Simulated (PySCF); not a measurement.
**Electron correlation in Ag³²⁺ (silver, charge +32)**

[Ne] 3s2 3p3, high-spin 4S determinant. Computed with PySCF 2.14 in an even-tempered Gaussian basis (18 s from 5 bohr⁻², ratio 2.5; 12 p from 6.5 bohr⁻², ratio 2.5; 5 d from 27 bohr⁻², ratio 2.7; 4 f from 41 bohr⁻², ratio 2.7), with scalar relativity by spin-free X2C-1e. Frozen: 1s2; 13 electrons correlated; the 22 highest virtual orbitals of each spin left out.

```csv
level,correlation energy (mhartree)
CCSD,-523.47
(T),-1.12
CCSD(T),-524.59
```

Diagnostics: T1 = 0.00037, D1 = 0.0011, largest double amplitude 0.025.

Question: Is a single reference adequate?

Answer: Yes, within this model without spin-orbit coupling: T1 lies below 0.03 and no double amplitude reaches 0.07.

At this charge the one-electron X2C treatment keeps the bare 1/r₁₂, with no two-electron picture change or Breit term. The effect here is smaller than on the frozen 1s shell; and a scalar Hamiltonian misses the large spin-orbit splitting of the p shells, which matters for ns² → np² pairs.

Spin-orbit coupling is strong in this species, so the high-spin LS determinant is a model state.
